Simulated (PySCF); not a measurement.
PySCF job for Al(Et)(OH)(NH2) (C2H8AlNO), SMILES C[CH2][Al]([NH2])[OH], PBE0/pcSseg-1. The structure is a stationary point at PBE0-D3(BJ)/def2-SVP. The structure was generated by enumeration; whether it is a known compound was not checked. One conformer was computed; it need not be the lowest.

```python
import numpy as np
from pyscf import gto, scf, dft
from pyscf.prop.nmr import rks as nmr

mol = gto.M(
    atom='''
    Al   -0.08863168    0.03743028    0.53268607
    C     0.18271396   -0.96690973   -1.12079571
    C     0.36792652   -0.11246462   -2.37654473
    H    -0.69674392   -1.62703266   -1.24448089
    H     1.03577393   -1.65685109   -0.98985287
    H     1.27437737    0.51162218   -2.31560391
    H    -0.47809206    0.57634518   -2.52619381
    H     0.45946423   -0.72423871   -3.28976197
    O    -0.95407392    1.50704564    0.42212524
    H    -1.17226008    2.11151312    1.13105679
    N     0.51679754   -0.53928031    2.09963660
    H     0.39135712   -0.08966035    2.99913489
    H     1.04950099   -1.39344834    2.22036737
    ''',
    basis='pcSseg-1',
    charge=0,
    spin=0,
    max_memory=1600,
    verbose=3,
)
mf = dft.RKS(mol, xc='pbe0')
mf.grids.level = 3
mf.conv_tol = 1e-10
mf.max_cycle = 100
mf.kernel()
n = nmr.NMR(mf)
n.verbose = 2
n.max_cycle_cphf = 60
sigma = n.kernel()
print('atom   isotropic/ppm   span/ppm')
for i, s in enumerate(sigma):
    w = np.linalg.eigvalsh((s + s.T) / 2)
    print(f'{mol.atom_symbol(i):2s}{i + 1:3d} {w.mean():14.3f} {w[2] - w[0]:11.3f}')
```

Log of the run:

```
converged SCF energy = -453.141178533573
atom   isotropic/ppm   span/ppm
Al  1        406.255     101.138
C   2        188.426      25.956
C   3        174.078      18.282
H   4         31.055      11.119
H   5         31.346      11.152
H   6         30.320      10.854
H   7         29.985      10.682
H   8         30.029      12.907
O   9        311.429      77.196
H  10         30.033      21.908
N  11        244.906      55.296
H  12         31.025      18.450
H  13         30.947      16.732
```

The run converged.

Cost: around 70 core-seconds (rough).
